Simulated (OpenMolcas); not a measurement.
Mo⁴⁺: effect of the level shift or regulariser

```yaml
Program: OpenMolcas 26.06
Basis: ANO-RCC-VDZP [6s5p3d1f]
Scalar_Hamiltonian: DKH2, point nucleus
Active_space: 2 electrons in 5 orbitals (4d)
State_averaging: 2S+1 = 3 even, 10 roots; 2S+1 = 1 even, 15 roots
Spin-orbit_coupling: state interaction with AMFI integrals over the reference wave functions, term energies averaged over their components
```

Methods on the same reference wave functions:
A. CASSCF
B. SS-CASPT2, IPEA 0.25 Eh, imaginary shift 0.1 Eh (closed shells correlated: 4s 4p)
C. SS-CASPT2, IPEA 0.25 Eh, real shift 0.2 Eh (closed shells correlated: 4s 4p)

Energies in cm-1 above 4d2 3F2, the measured ground level; measured values from Sugar and Musgrove, J. Phys. Chem. Ref. Data 17, 155 (1988).

| Level | A | B | C | Measured |
| --- | --- | --- | --- | --- |
| 4d2 3F2 | 0.0 | 0.0 | 0.0 | 0.0 |
| 4d2 3F3 | 1578 | 1613 | 1613 | 1578 |
| 4d2 3F4 | 3415 | 3440 | 3440 | 3357 |
| 4d2 1D2 | 12846 | 10580 | 10600 | 10190 |
| 4d2 3P0 | 13916 | 11860 | 11860 | 11161 |
| 4d2 3P1 | 14557 | 12530 | 12530 | 11807 |
| 4d2 3P2 | 16192 | 14100 | 14110 | 13408 |
| 4d2 1G4 | 19430 | 17700 | 17700 | 16354 |
| 4d2 1S0 | 45444 | 39030 | 39060 | 37738 |

Deviations, from unrounded energies. A percentage is the sum of absolute deviations over the sum of measured energies, with the sign that they share, or ± where signs differ.

```tsv
Against measurement	Levels	A	B	C
mean absolute deviation (cm-1)	8	2700	660	670
fine structure of the ground term (%)	2	+1.2	+2.4	+2.4
other terms of the ground configuration (%)	6	+21.6	+5.1	+5.2
```

B, C lie about equally close to measurement and A furthest from it. The largest miss of B in the table is 4d2 1G4, by +1300 cm-1. The ranking rests on the paired levels alone, and a cruder setting can come out closer through cancelling errors.

Between B and C the level of the table that moves most is 4d2 1S0, by 38 cm-1 (lowest in B, highest in C). Moves below CASPT2's spread within the term are not significant.

The mean deviations of B to C differ by less than CASPT2's widest spread within a term (380 cm-1), so their order carries little weight.

From A to B the spin-free energies of the other terms of 4d2 shown, above 3F, scale by factors of 0.79 to 0.90, as is usual when dynamic correlation screens the repulsion within a d or f shell.

The lowest spin-free term lies below A's lowest term by 0.184 hartree in B, 0.184 hartree in C.

CASPT2 breaks the degeneracy within a term, and the mean is taken; among the terms shown or strongly mixed into the levels shown the widest spread is 380 cm-1 (4d2 1G, B). The basis is small and was not contracted for so high a charge. Without dynamic correlation excited terms often stand tens of per cent too high (terms of higher spin than the ground term too low), and those without a measured partner can miss by more than the paired ones (holds for A). Measured partners are found by configuration, term and J. A level has none where our copy of the source lacks it or the pairing is in doubt (some pairs that miss far off the trend of their configuration count as doubtful), and it then counts in no deviation. Levels of configurations outside the active space are missing.
